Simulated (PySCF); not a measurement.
Bonds (- single, = double, # triple, : aromatic): C1=C2, C2-C3, C3-Si4, C3=P5, P5-C6, C6:C7, C7:C8, C8:O9, O9:C10, C10:C6. C1 carries H11, H12; C2 carries H13; Si4 carries H14, H15, H16; C7 carries H17; C8 carries H18; C10 carries H19. Stereochemistry as in C=C/C([SiH3])=P/c1ccoc1. H12 is cis to C3; H11 is trans to C3.

Calculated, not measured (PySCF 2.14.0 with density-fitted response routines): structure optimised with GFN2-xTB, GIAO PBE0/pcSseg-1 shieldings. In vacuum, fast rotation and ring inversion assumed for equivalent nuclei, non-relativistic Hamiltonian, single conformer.

References, each an isolated molecule treated in the same way: TMS for 13C (σref 186.93), 1H (σref 31.72), 29Si (σref 349.16); 31P (σref 318.38) against H3PO4; H2O for 17O (σref 336.08).

```csv
atoms,nucleus,count,Hirshfeld charge,δ (ppm)
Si4,29Si,1,0.29,-84.7
C2,13C,1,-0.06,153.4
H14/H15/H16,1H,3,-0.08,?
H19,1H,1,0.07,7.68
H18,1H,1,0.07,7.60
C7,13C,1,-0.08,?
C1,13C,1,-0.09,125.0
C8,13C,1,0.01,147.8
P5,31P,1,0.11,356.7
O9,17O,1,-0.06,313.7
H13,1H,1,0.04,7.69
H12,1H,1,0.04,?
C3,13C,1,-0.14,?
H11,1H,1,0.05,5.74
H17,1H,1,0.06,6.61
C10,13C,1,0.01,?
C6,13C,1,-0.10,135.8
```

Question: Complete the table.

Answer: 
- C3: 211.7 ppm, carbon double-bonded to a heavier main-group atom
- C10: 152.6 ppm, aromatic CH next to the ring oxygen
- C7: 122.2 ppm, aromatic CH
- H12: 5.66 ppm, hydrogen on a terminal =CH2 carbon; attached to an sp2 carbon and in the plane of the double bond
- H14/H15/H16: 4.32 ppm, hydrogen on a silicon bonded to C

Shifts are as computed. Against solution values, carbons near 30 ppm lie about +3 ppm off and those near 130 ppm about +5 ppm. Of 1211 compounds with measured shifts, 218 miss one by over three times the rms of a fit or turn the order of signals round; such compounds aren't used in these exercises. Unscaled 17O shifts of doubly bonded oxygen tend to come out too high, by tens of ppm or more. Experimental scales use liquid or dissolved standards, which lie at an offset from isolated H2O (liquid H2O: subtract about 36 ppm) and H3PO4.
